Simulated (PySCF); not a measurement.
An unknown is described by computed data only.

Formula: C13H23O; charge +1.

* Rotational structure: rotational constants A, B, C: 1.229, 0.381, 0.338 GHz [PBE0-D3(BJ)/def2-SVP]
* Triplet: lowest triplet excitation (Tamm–Dancoff): 3.11 eV [TDA wB97X-D/def2-SVPD]
* 13C NMR: chemical shifts (computed TMS as zero) by class: 245.4 (1 C), 164.0 (1 C), 88.7 (1 C), 80.4 (1 C), 60.0 (1 C), 59.5 (1 C), 58.3 (1 C), 37.7 (1 C), 35.6 (1 C), 32.1 (1 C), 30.3 (1 C), 30.0 (1 C), 18.9 (1 C) ppm [GIAO CAM-B3LYP/pcSseg-1]
* UV, strongest line: among the 10 lowest singlet transitions: S2 at 5.04 eV (246 nm, f = 0.379) [TDDFT wB97X-D/def2-SVPD]
* NMR, other nuclei: isotropic shieldings of nuclei other than C and H, by class: 314 (1 O) ppm [GIAO CAM-B3LYP/pcSseg-1]
* UV, first state: lowest singlet excitation: 4.45 eV (279 nm, f = 0.111) [TDDFT wB97X-D/def2-SVPD]
* Polarisability: 157.1 au [wB97X-D/def2-SVPD]
* 1H NMR: chemical shifts (computed TMS as zero) by class: 5.09 (1 H), 4.54 (1 H), 4.19 (1 H), 3.68 (1 H), 3.62 (1 H), 3.58 (3 H), 2.55 (3 H), 2.36 (1 H), 2.24 (3 H), 2.08 (1 H), 2.04 (1 H), 2.03 (1 H), 2.02 (1 H), 1.71 (1 H), 1.57 (1 H), 1.42 (1 H), 1.34 (1 H) ppm [GIAO CAM-B3LYP/pcSseg-1]

Gas-phase values; electronic properties from PySCF, density fitting. Levels stand in brackets. NMR shifts are as computed; neighbouring signals can stand in another order in a measured spectrum. Isolated species at its PBE0-D3(BJ)/def2-SVP geometry (one conformer only). NMR values are class means; diastereotopic atoms form classes of their own.

Problem. What is the compound? Reason from the data.

Solution. Numbering: `[CH3:1][O:2][CH2:3][C+:4]([CH3:5])[C@@H:6]1[CH2:7][C@@:8]1([CH3:9])[CH:10]1[CH2:11][CH2:12][CH2:13][CH2:14]1`. 13 carbons fall into 13 classes; from least to most shielded: formal carbocation centre [C4] (245.4 ppm), three-membered-ring carbon [C8] (164.0 ppm), three-membered-ring carbon [C6] (88.7 ppm), chain sp3 carbon bound to oxygen [C3] (80.4 ppm), methoxy carbon [C1] (60.0 ppm), three-membered-ring carbon [C7] (59.5 ppm), sp3 CH carbon [C10] (58.3 ppm), ring CH2 carbon [C14] (37.7 ppm), ring CH2 carbon [C11] (35.6 ppm), methyl carbon [C5] (32.1 ppm), ring CH2 carbon [C12] (30.3 ppm), ring CH2 carbon [C13] (30.0 ppm); 1 more class is left out. Hydrogen classes from least to most shielded: 1 H on a three-membered-ring carbon, C7 (5.09 ppm), 1 H on an sp3 carbon bound to oxygen, C3 (4.54 ppm), 1 H on an sp3 carbon bound to oxygen, C3 (4.19 ppm), 1 H on a three-membered-ring carbon, C7 (3.68 ppm), 1 H on a three-membered-ring carbon, C6 (3.62 ppm), 3 H on a methoxy carbon, C1 (3.58 ppm, a mean of values up to 0.7 ppm apart in this geometry), 3 H on a methyl carbon, C5 (2.55 ppm, a mean of values up to 0.5 ppm apart in this geometry), 1 H on an sp3 CH carbon, C10 (2.36 ppm), 3 H on a methyl carbon, C9 (2.24 ppm), 1 H on a ring CH2 carbon, C12 (2.08 ppm), 1 H on a ring CH2 carbon, C14 (2.04 ppm), 1 H on a ring CH2 carbon, C13 (2.03 ppm); 5 more classes are left out. The other shieldings belong to: 314 ppm, ether oxygen [O2]. S1 is mainly HOMO→LUMO (weight 0.91); the largest Löwdin shares of the orbital it empties are 0.37 on the ether oxygen, 0.09 on a three-membered-ring carbon, 0.08 on the sp3 carbon bound to oxygen and 0.06 on the methoxy carbon, of the orbital it fills 0.34 on the formal carbocation centre, 0.22 on a three-membered-ring carbon, 0.08 on a three-membered-ring carbon and 0.06 on the sp3 carbon bound to oxygen. The optimised geometry has point group C1 and is an asymmetric top. Structure: `COC[C+]([C@@H]1C[C@@]1(C)C1CCCC1)C`. The assignments are read from this structure; whether some other isomer fits the data as well wasn't checked. The mirror image fits equally.
